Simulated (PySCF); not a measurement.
## Optical rotation: `C#C[Si@H]1OC[C@@H]1[SiH3]`, C$_{4}$H$_{8}$OSi$_{2}$

Cartesian coordinates in Å; atom numbers follow the order of the lines, from 1:
```xyz
15

C     3.4154   -1.4380    0.3628
C     2.4935   -0.6667    0.3549
Si    1.0575    0.4990    0.3387
O     0.8050    1.2384   -1.1243
C    -0.4439    0.6112   -1.4166
C    -0.6231   -0.2653   -0.1708
Si   -2.1808    0.0770    0.8390
H     4.2275   -2.1074    0.3676
H     1.1145    1.4529    1.4390
H    -0.3578    0.0525   -2.3508
H    -1.2034    1.3869   -1.5378
H    -0.5529   -1.3247   -0.4167
H    -3.3657   -0.2814    0.0514
H    -2.2564    1.4997    1.1793
H    -2.1338   -0.7261    2.0623
```

Method used: TDDFT B3LYP/def2-SVPD circular dichroism and optical rotation, one conformer, gas phase (PySCF 2.14.0). Geometry: GFN2-xTB.

States above about 7.8 eV lie in this functional's continuum (it starts at minus the energy of the highest occupied orbital, well below the true ionisation energy for most functionals) and depend on the basis.

Stereocentres: Si3 R, C6 R.

Question: What is the specific rotation at 633, 589.3, 546, 436, 405, 365, 355 nm?

Answer: [α] in deg dm⁻¹ (g/mL)⁻¹:
| λ (nm) | origin-invariant length gauge | modified velocity gauge | length gauge (centre of mass) | isotropic polarisability (au) |
| --- | --- | --- | --- | --- |
| 633 | -194.1 | -195.0 | -196.4 | 102.0 |
| 589.3 | -235.3 | -236.6 | -238.1 | 102.5 |
| 546 | -291.6 | -293.4 | -294.9 | 103.1 |
| 436 | -589.6 | -594.6 | -595.8 | 105.8 |
| 405 | -766.9 | -774.1 | -774.6 | 107.0 |
| 365 | -1154.6 | -1167.3 | -1165.4 | 109.2 |
| 355 | -1300.3 | -1315.2 | -1312.2 | 109.9 |

Question: And for the mirror image at 589.3 nm?

Answer: +235.3 deg dm⁻¹ (g/mL)⁻¹ (origin-invariant length gauge): the same size and the opposite sign.

Question: What is the molar rotation [Φ] = [α]·M/100 of the geometry above at 589.3 nm?

Answer: With M = 128.28 g/mol, -301.8 deg cm² dmol⁻¹ (origin-invariant length gauge).

The first excitation lies at 5.52 eV (225 nm) with R = -25.1 × 10⁻⁴⁰ esu² cm² (velocity form).
